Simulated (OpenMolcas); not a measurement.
**Mn2+: CASPT2 settings compared**

| Item | Value |
| --- | --- |
| Program | OpenMolcas |
| Basis | ANO-RCC-VTZP [6s5p3d2f1g] |
| Scalar Hamiltonian | X2C, point nucleus |
| Active space | 5 electrons in 5 orbitals (3d) |
| State averaging | 2S+1 = 6 even, 1 root; 2S+1 = 4 even, 24 roots; 2S+1 = 2 even, 75 roots |
| Spin-orbit coupling | state interaction with AMFI integrals over the reference wave functions, term energies averaged over their components |

Methods on the same reference wave functions:
A. CASSCF
B. SS-CASPT2, IPEA 0.6 Eh, imaginary shift 0.1 Eh (closed shells correlated: 2s 2p 3s 3p)
C. MS-CASPT2, IPEA 0.6 Eh, imaginary shift 0.1 Eh (closed shells correlated: 2s 2p 3s 3p)
D. XMS-CASPT2, IPEA 0.6 Eh, sigma1 regulariser 0.05 Eh (closed shells correlated: 3s 3p)
E. XMS-CASPT2, IPEA 0.35 Eh, imaginary shift 0.15 Eh (closed shells correlated: none)

Energies in cm⁻¹ above 3d⁵ ⁶S_5/2, the measured ground level; measured values from Corliss and Sugar, J. Phys. Chem. Ref. Data 6, 1253 (1977).

```
               Level      A      B      C      D      E  Measured
          3d⁵ ⁶S_5/2    0.0    0.0    0.0    0.0    0.0       0.0
          3d⁵ ⁴G_5/2  32176  27970  27970  27470  29470          
          3d⁵ ⁴G_7/2  32189  27980  27980  27490  29480     26860
         3d⁵ ⁴G_11/2  32193  27990  27990  27490  29490     26824
          3d⁵ ⁴G_9/2  32197  27990  27990  27500  29490          
          3d⁵ ⁴P_5/2  37013  30840  30840  29490  31540     29168
          3d⁵ ⁴P_3/2  37051  30880  30880  29530  31580          
          3d⁵ ⁴P_1/2  37094  30930  30930  29560  31610          
          3d⁵ ⁴D_7/2  40009  33680  33680  33230  35680     32307
          3d⁵ ⁴D_1/2  40051  33730  33730  33270  35720     32369
          3d⁵ ⁴D_3/2  40084  33760  33760  33290  35740          
          3d⁵ ⁴D_5/2  40093  33770  33770  33290  35740     32384
         3d⁵ ²I_11/2  45764  41150  41150  40590  42850     39174
         3d⁵ ²I_13/2  45796  41190  41190  40640  42900     39176
3d⁵ ²D_5/2(1) [74 %]  51525  43780  43780  42480  45020     41238
       3d⁵ ²D_3/2(1)  51909  44100  44100  42810  45390     41570
       3d⁵ ²F_7/2(1)  52874  45340  45340  43920  46430     42606
3d⁵ ²F_5/2(1) [68 %]  53335  45710  45710  44380  46860     43105
          3d⁵ ⁴F_9/2  53850  45900  45900  44850  47340     43573
          3d⁵ ⁴F_7/2  53877  45920  45920  44880  47370     43602
          3d⁵ ⁴F_5/2  53939  46010  46010  44950  47430     43669
          3d⁵ ⁴F_3/2  53970  46020  46020  44960  47460     43675
          3d⁵ ²H_9/2  56114  49460  49460  48120  50460     46516
         3d⁵ ²H_11/2  56239  49660  49660  48270  50580     46671
```

Deviations, from unrounded energies. A percentage is the sum of absolute deviations over the sum of measured energies, with the sign that they share, or ± where signs differ.

```csv
Against measurement,Levels,A,B,C,D,E
mean absolute deviation (cm-1),18,8700,2100,2100,1100,3500
other terms of the ground configuration (%),18,+22.5,+5.4,+5.4,+3.0,+9.1
```

D lies closest to measurement on these levels and A furthest from it. The largest miss of D in the table is 3d⁵ ²H_9/2, by +1600 cm-1. The ranking rests on the paired levels alone, and a cruder setting can come out closer through cancelling errors.

Among B to E the level of the table that moves most is 3d⁵ ²D_3/2(1), by 2600 cm-1 (lowest in D, highest in E). Moves below CASPT2's spread within the term are not significant.

The mean deviations of B to E differ by less than CASPT2's widest spread within a term (3100 cm-1), so their order carries little weight.

From A to B the spin-free energies of the other terms of 3d⁵ shown, above ⁶S, scale by factors of 0.83 to 0.90, as is usual when dynamic correlation screens the repulsion within a d or f shell.

The lowest spin-free term lies below A's lowest term by 0.445 hartree in B, 0.445 hartree in C, 0.404 hartree in D, 0.077 hartree in E.

Term energies are means over components that CASPT2 splits; among the terms shown or strongly mixed into the levels shown the widest spread is 3100 cm-1 (3d⁵ ²I, D). The CASPT2 spread within a term exceeds the gap to the next term for 3d⁵ ²F(1) and 3d⁵ ⁴F, so the order of their levels is uncertain, and so are names and mixing where such terms share a J (figures for C; the like holds for D). Without dynamic correlation excited terms often stand tens of per cent too high (terms of higher spin than the ground term too low), and those without a measured partner can miss by more than the paired ones (holds for A). Some levels mix across a computed gap that differs much from the measured one, so their mixing is not that of the real levels (holds for B; C). Blocks of more than 70 roots (2S+1 = 2 even) ran without multistate coupling (holds for C). Computed and measured levels are paired by configuration, term and J; levels that our copy of the source lacks, or whose pairing is in doubt (as where it misses far off the trend of its configuration), stay unpaired and out of the deviations. Levels of configurations outside the active space are missing. Levels that lie high or do not pair safely by name in every column are left out.

A share in square brackets marks a mixed level and gives the weight of the term that names it, the lowest over the columns. A number in round brackets counts repeated terms of one configuration in the order of the reference energies.
